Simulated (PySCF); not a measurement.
# State search for KBr

Unrestricted PBE0; K x2c-SVPall, Br x2c-SVPall; spin-free X2C with a Gaussian nucleus (PySCF 2.14). Outer shells of the fragments: K 4s1; Br 3d10 4s2 4p5.

Followed along the bond (rough minima from three points):

```csv
2Ms+1,unpaired,⟨S²⟩ at the start,R at minimum (Å),Te (eV)
1,none,0.00,2.84,0.00
3,"σ ↑, π ↑",2.00,none in the scan,≤ 3.76
```

Solutions found at the starting distance of 3.060 Å, counted from the lowest of them; the search is not exhaustive and high or unbound solutions are not listed, so other states can lie among these:

```csv
2Ms+1,unpaired,term,E (eV),⟨S²⟩,⟨Lz²⟩,μ (D)
1,none,¹Σ⁺,0.00,0.00,0.00,-11.20
3,"σ ↑, π ↑",³Π,3.76,2.00,1.00,2.63
1,"σ ↑, π ↓",mixed,3.78,1.00,1.00,2.82
3,σ ↑↑,³Σ⁺,3.99,2.00,0.00,2.61
3,π ↑↑,mixed,5.18,2.00,2.00,0.77
3,π ↑↑,mixed,5.26,2.00,2.00,0.97
3,"σ ↑, π ↑",³Π,5.48,2.00,1.00,0.75
```

A term symbol is given only where ⟨S²⟩ and ⟨Lz²⟩ are close to those of a pure state; real π, δ and φ orbitals otherwise mix terms. A positive dipole means K(−)Br(+).

Counting both spins, an empty level lies below a filled one in some of these solutions, because spin and occupation are held.
